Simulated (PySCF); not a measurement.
2 PbH₃ → PbH₂ + PbH₄

Level: PBE0 in the def2-TZVP basis family, computed in PySCF with density fitting; scalar-relativistic core potentials for atoms from Rb on, none lighter, no spin–orbit coupling; open shells unrestricted.

```json
{"species": "PbH₃", "state and structure": "doublet, C3v, Pb–H 1.779 Å (×3); H–Pb–H 108.9° (×3)", "ZPE (kJ/mol)": "42.6", "H(298 K) − H(0) (kJ/mol)": "11.1", "S° (J/(mol K))": "248.7"}
{"species": "PbH₂", "state and structure": "singlet, C2v, Pb–H 1.843 Å (×2); H–Pb–H 90.1°", "ZPE (kJ/mol)": "23.8", "H(298 K) − H(0) (kJ/mol)": "10.2", "S° (J/(mol K))": "237.7"}
{"species": "PbH₄", "state and structure": "singlet, Td, Pb–H 1.750 Å (×4)", "ZPE (kJ/mol)": "64.3", "H(298 K) − H(0) (kJ/mol)": "11.7", "S° (J/(mol K))": "237.8"}
```

(1) Is the gas-phase reaction uphill or downhill in electronic energy at this level, and by how much?

(2) Add zero-point, thermal and entropy terms for 298.15 K and 1 bar.

Results:

(1) At PBE0/def2-TZVP, ΔE = -135.1 kJ/mol, downhill. The bond broken in PbH₃ is weaker than the one that a second molecule gains.

(2) ΔZPE = 2.9 and Δ[H(298) − H(0)] = -0.3 kJ/mol give ΔH° = -132.5 kJ/mol. ΔS° = -21.9 J/(mol K), so ΔG° = -132.5 − 298.15 × (-0.0219) = -126 kJ/mol and log₁₀K = 22.1.

Spin–orbit coupling is large for PbH₃, PbH₂, PbH₄ and is left out. The structures come from searches over a few start shapes, so lower isomers are not excluded.
